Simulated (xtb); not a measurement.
disilicic acid (H6O7Si2), singlet, at a GFN2-xTB geometry; xtb with GFN2-xTB.

Here is a job for xtb.
```
$ xtb mol.xyz --gfn 2 --opt --json

# file mol.xyz
15

O      2.79480622     0.38354433     0.45298601
Si     1.39657057    -0.42578146     0.36005253
O      1.40826964    -1.47604778    -0.86558218
O      1.17840500    -1.21446863     1.75406439
O      0.20610636     0.67775399     0.12016386
Si    -1.33571732     0.52713486    -0.32668733
O     -1.77408327     1.90023071    -1.07930675
O     -1.43148514    -0.79897765    -1.27015769
O     -2.37053550     0.29451132     0.89627042
H      3.12550669     0.82125491    -0.32565780
H      0.54854301    -1.73427827    -1.19805730
H      1.34739105    -0.75841879     2.57348028
H     -1.17309060     2.29927317    -1.70145853
H     -2.29689945    -1.17392058    -1.41271921
H     -2.49526227     0.99477171     1.52979510
```

What the program printed (banner, timings and long lists left out):

```
   ID    Z sym.   atoms
    1    8 O      1, 3-5, 7-9
    2   14 Si     2, 6
    3    1 H      10-15

           -------------------------------------------------
          |                Calculation Setup                |
           -------------------------------------------------

molecular fragmentation (1/2 indicates fragments):
111111112111112
# atoms in fragment 1/2:    13     2
 fragment masses (1/2) :      157.21       17.01
CMA distance (Bohr)    :   5.405
constraining FC (au)   :  0.0500

           -------------------------------------------------
          |                 G F N 2 - x T B                 |
           -------------------------------------------------

          ...................................................
          :                      SETUP                      :
          :.................................................:
          :  # basis functions                  54          :
          :  # atomic orbitals                  52          :
          :  # shells                           26          :
          :  # electrons                        56          :
          :  max. iterations                   250          :
          :  Hamiltonian                  GFN2-xTB          :
          :  restarted?                      false          :
          :  GBSA solvation                  false          :
          :  PC potential                    false          :
          :  electronic temp.          300.0000000     K    :
          :  accuracy                    1.0000000          :
          :  -> integral cutoff          0.2500000E+02      :
          :  -> integral neglect         0.1000000E-07      :
          :  -> SCF convergence          0.1000000E-05 Eh   :
          :  -> wf. convergence          0.1000000E-03 e    :
          :  Broyden damping             0.4000000          :
          :  net charge                          0          :
          :  unpaired electrons                  0          :
          ...................................................

 iter      E             dE          RMSdq      gap      omega  full diag
   1    -35.5309654 -0.355310E+02  0.756E+00   11.08       0.0  T
   2    -35.5927215 -0.617561E-01  0.429E+00   10.03       1.0  T
   3    -35.5989806 -0.625905E-02  0.976E-01    9.81       1.0  T
   4    -35.6006361 -0.165551E-02  0.581E-01    9.66       1.0  T
   5    -35.6009652 -0.329171E-03  0.183E-01    9.87       1.0  T
   6    -35.6012189 -0.253680E-03  0.149E-01    9.73       1.0  T
   7    -35.6012706 -0.516385E-04  0.100E-01    9.82       1.0  T
   8    -35.6014115 -0.140930E-03  0.651E-03    9.77       4.0  T
   9    -35.6014115  0.962423E-08  0.286E-03    9.77       9.0  T
  10    -35.6014115 -0.888497E-08  0.841E-04    9.77      30.7  T
  11    -35.6014115 -0.108253E-07  0.471E-04    9.77      54.8  T

   *** convergence criteria satisfied after 11 iterations ***

         :::::::::::::::::::::::::::::::::::::::::::::::::::::
         ::                     SUMMARY                     ::
         :::::::::::::::::::::::::::::::::::::::::::::::::::::
         :: total energy             -35.383858356110 Eh    ::
         :: gradient norm              0.000088299951 Eh/a0 ::
         :: HOMO-LUMO gap              9.774377765623 eV    ::
         ::.................................................::
         :: SCC energy               -35.601354193951 Eh    ::
         :: -> isotropic ES            0.208277482141 Eh    ::
         :: -> anisotropic ES         -0.015699491326 Eh    ::
         :: -> anisotropic XC         -0.004168070582 Eh    ::
         :: -> dispersion             -0.011348546490 Eh    ::
         :: repulsion energy           0.217495837840 Eh    ::
         :: add. restraining           0.000000000000 Eh    ::
         :: total charge              -0.000000000000 e     ::
         :::::::::::::::::::::::::::::::::::::::::::::::::::::

      -----------------------------------------------------------
     |                   =====================                   |
     |                        A N C O P T                        |
     |                   =====================                   |
     |               Approximate Normal Coordinate               |
     |                Rational Function Optimizer                |
      -----------------------------------------------------------
      -----------------------------------------------------------
     |                   =====================                   |
     |                        A N C O P T                        |
     |                   =====================                   |
     |               Approximate Normal Coordinate               |
     |                Rational Function Optimizer                |
      -----------------------------------------------------------

          ...................................................
          :                      SETUP                      :
          :.................................................:
          :   optimization level            normal          :
          :   max. optcycles                   200          :
          :   ANC micro-cycles                  20          :
          :   degrees of freedom                39          :
          :.................................................:
          :   RF solver                   davidson          :
          :   write xtbopt.log                true          :
          :   linear?                        false          :
          :   energy convergence         0.5000000E-05 Eh   :
          :   grad. convergence          0.1000000E-02 Eh/α :
          :   maxmium RF displ.          1.0000000          :
          :   Hlow (freq-cutoff)         0.1000000E-01      :
          :   Hmax (freq-cutoff)         5.0000000          :
          :   S6 in model hess.         20.0000000          :
          ...................................................

[...]
 * total energy  :   -35.3838584 Eh     change       -0.1755474E-08 Eh
   *** GEOMETRY OPTIMIZATION CONVERGED AFTER 1 ITERATIONS ***
         :: total energy             -35.383858357888 Eh    ::
[...]
         :: add. restraining           0.000000000000 Eh    ::
         :: total charge              -0.000000000000 e     ::
         :::::::::::::::::::::::::::::::::::::::::::::::::::::

           -------------------------------------------------
          |                Property Printout                |
           -------------------------------------------------

    * Orbital Energies and Occupations

         #    Occupation            Energy/Eh            Energy/eV
      -------------------------------------------------------------
         1        2.0000           -0.8249554             -22.4482
       ...           ...                  ...                  ...
        16        2.0000           -0.5086287             -13.8405
        17        2.0000           -0.4974344             -13.5359
        18        2.0000           -0.4900889             -13.3360
        19        2.0000           -0.4865662             -13.2401
        20        2.0000           -0.4786207             -13.0239
        21        2.0000           -0.4731942             -12.8763
        22        2.0000           -0.4723983             -12.8546
        23        2.0000           -0.4643305             -12.6351
        24        2.0000           -0.4593586             -12.4998
        25        2.0000           -0.4565679             -12.4238
        26        2.0000           -0.4559500             -12.4070
        27        2.0000           -0.4470158             -12.1639
        28        2.0000           -0.4448974             -12.1063 (HOMO)
        29                         -0.0856904              -2.3318 (LUMO)
        30                         -0.0739000              -2.0109
        31                         -0.0567335              -1.5438
        32                         -0.0344292              -0.9369
        33                         -0.0245771              -0.6688
        34                         -0.0145328              -0.3955
        35                          0.0326350               0.8880
        36                          0.0964688               2.6250
        37                          0.1120312               3.0485
        38                          0.1245526               3.3892
        39                          0.1483187               4.0360
       ...                                ...                  ...
        52                          0.9764348              26.5701
      -------------------------------------------------------------
                  HL-Gap            0.3592070 Eh            9.7745 eV
             Fermi-level           -0.2652939 Eh           -7.2190 eV

     #   Z          covCN         q      C6AA      α(0)
     1   8 O        1.576    -0.478    22.480     6.398
     2  14 Si       3.319     0.715   110.847    21.232
     3   8 O        1.576    -0.470    22.313     6.374
     4   8 O        1.576    -0.465    22.203     6.358
     5   8 O        1.539    -0.476    22.469     6.395
     6  14 Si       3.314     0.716   111.539    21.333
     7   8 O        1.576    -0.490    22.720     6.432
     8   8 O        1.576    -0.502    22.993     6.470
     9   8 O        1.576    -0.477    22.460     6.395
    10   1 H        0.812     0.318     0.667     1.282
    11   1 H        0.816     0.331     0.633     1.249
    12   1 H        0.812     0.322     0.656     1.272
    13   1 H        0.811     0.318     0.669     1.284
    14   1 H        0.812     0.320     0.663     1.278
    15   1 H        0.812     0.319     0.665     1.280

 Mol. C6AA /au·bohr⁶  :       3381.131666
 Mol. C8AA /au·bohr⁸  :     114282.091259
 Mol. α(0) /au        :         95.032606

Wiberg/Mayer (AO) data.
largest (>0.10) Wiberg bond orders for each atom

 ---------------------------------------------------------------------------
     #   Z sym  total        # sym  WBO       # sym  WBO       # sym  WBO
 ---------------------------------------------------------------------------
     1   8 O    2.154 --     2 Si   1.133    10 H    0.885
     2  14 Si   4.409 --     3 O    1.167     4 O    1.155     1 O    1.133
                             5 O    0.945
     3   8 O    2.174 --     2 Si   1.167    11 H    0.868
     4   8 O    2.173 --     2 Si   1.155    12 H    0.881
     5   8 O    2.267 --     6 Si   1.063     2 Si   0.945
     6  14 Si   4.407 --     9 O    1.135     7 O    1.109     8 O    1.095
                             5 O    1.063
     7   8 O    2.140 --     6 Si   1.109    13 H    0.885
     8   8 O    2.127 --     6 Si   1.095    14 H    0.884
     9   8 O    2.160 --     6 Si   1.135    15 H    0.884
    10   1 H    0.899 --     1 O    0.885
    11   1 H    0.891 --     3 O    0.868
    12   1 H    0.896 --     4 O    0.881
    13   1 H    0.899 --     7 O    0.885
    14   1 H    0.898 --     8 O    0.884
    15   1 H    0.898 --     9 O    0.884
 ---------------------------------------------------------------------------

Topologies differ in total number of bonds
Writing topology from bond orders to xtbtopo.mol

molecular dipole:
                 x           y           z       tot (Debye)
 q only:       -0.332       0.513      -0.179
   full:       -0.516       0.815      -0.266       2.545
molecular quadrupole (traceless):
                xx          xy          yy          xz          yz          zz
 q only:       -2.700       4.987      -2.494      -0.750       0.803       5.194
  q+dip:       -5.534       7.802      -2.165      -1.688       1.324       7.699
   full:       -4.151       7.537      -3.171      -1.168       1.412       7.322

optimized geometry written to: xtbopt.xyz

           -------------------------------------------------
          | TOTAL ENERGY              -35.383858357888 Eh   |
          | GRADIENT NORM               0.000088652612 Eh/α |
          | HOMO-LUMO GAP               9.774519912821 eV   |
           -------------------------------------------------

normal termination of xtb
```
